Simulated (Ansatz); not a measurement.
Ideal-gas functions of `[NH2][Al]([OH])[F]` at 600 K and 1 bar, from an Ansatz frequency run at PBE0-D4/def2-TZVP.

Molar mass 79.01 g/mol, point group Cs (symmetry number 1), electronic degeneracy 1, moments of inertia 76.44, 81.286, 157.726 u Å². Harmonic wavenumbers (cm⁻¹, unscaled): 206, 243, 250, 287, 355, 369, 584, 672, 696, 914, 949, 1567, 3623, 3713, 3983.

Use S(trans) = R[1.5 ln M + 2.5 ln T − 1.1517]; rotational temperatures θ = 24.2544 K / I; S(rot) = R[ln(√π/σ · √(T³/θAθBθC)) + 1.5]; for each mode x = 1.438777 ν̃/T, S = R[x/(eˣ − 1) − ln(1 − e⁻ˣ)] and H = RT x/(eˣ − 1); 1 cm⁻¹ = 0.0119627 kJ/mol; R = 8.31446 J/(mol·K).

Task: By hand: the entropy, in J/(mol·K).

Result: Translation 177.9. Rotation: θ = 0.3173, 0.2984, 0.1538 K, giving 114.6. Vibration, mode by mode: 14.26, 12.92, 12.69, 11.58, 9.90, 9.60, 6.16, 5.19, 4.96, 3.28, 3.07, 0.94, 0.01, 0.01, 0.01, in all 94.6. Electronic 0.0. Sum 387.1 J/(mol·K).

Task: By hand: H − E and G − E in kJ/mol, counted from the electronic energy.

Result: Zero-point energy ½ × 18411 × 0.0119627 = 110.1; thermal vibration 30.3; translation, rotation and pV give 4 RT = 20.0. H − E = 160.4 kJ/mol, and G − E = 160.4 − 600 × 387.1/1000 = -71.9 kJ/mol.

Vibration gives 24 % of the entropy. The sum counts one conformer and one mirror image; others add a mixing term.
